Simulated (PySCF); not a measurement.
## Molecular orbitals of CrF

BP86 at R = 1.792 Å; Cr def2-TZVPP, F def2-TZVPP; no relativity (PySCF 2.14). State: ⁶Σ⁺ (sextet), unpaired electrons σ ↑, π ↑↑, δ ↑↑. Only the outer orbitals are listed, counted within each symmetry.

| spin | orbital | occ. | ε (eV) | on Cr (%) | main shells (%) |
| --- | --- | --- | --- | --- | --- |
| α | 8σ | 1 | -9.48 | 18 | 80 F p, 14 Cr d |
| α | 3π | 1 | -8.73 | 16 | 84 F p, 14 Cr d |
| α | 3π | 1 | -8.73 | 16 | 84 F p, 14 Cr d |
| α | 1δ | 1 | -5.23 | 100 | 100 Cr d |
| α | 1δ | 1 | -5.23 | 100 | 100 Cr d |
| α | 9σ | 1 | -5.07 | 98 | 59 Cr s, 37 Cr d |
| α | 4π | 1 | -4.93 | 89 | 85 Cr d, 11 F p |
| α | 4π | 1 | -4.93 | 89 | 85 Cr d, 11 F p |
| α | 10σ | 0 | -3.46 | 90 | 42 Cr d, 25 Cr s, 23 Cr p |
| α | 5π | 0 | -1.03 | 98 | 92 Cr p |
| α | 5π | 0 | -1.03 | 98 | 92 Cr p |
| β | 8σ | 1 | -9.29 | 11 | 88 F p |
| β | 3π | 1 | -8.41 | 7 | 93 F p |
| β | 3π | 1 | -8.41 | 7 | 93 F p |
| β | 9σ | 0 | -2.75 | 100 | 86 Cr s, 9 Cr d |
| β | 10σ | 0 | -1.58 | 94 | 70 Cr d, 21 Cr p |
| β | 1δ | 0 | -1.52 | 100 | 100 Cr d |

Task: Which are the highest filled and the lowest empty level, where do they sit, and how wide is the gap?

Result: Highest filled α 4π at -4.93 eV (in %: 85 Cr d, 11 F p); lowest empty α 10σ at -3.46 eV (in %: 42 Cr d, 25 Cr s, 23 Cr p); the gap at BP86 is 1.47 eV.

The bond order (Mayer) is 0.96, the ⟨S²⟩ is 8.761 and the charge on Cr (Mulliken, basis-dependent) is 0.46. The charge on Cr (Löwdin, basis-dependent) is 0.20 and the dipole moment (positive dipole means Cr(−)F(+)) is -3.71 D.

The state is the lowest single determinant that the PBE0 search found; with open d or f shells the true ground state can be another one.
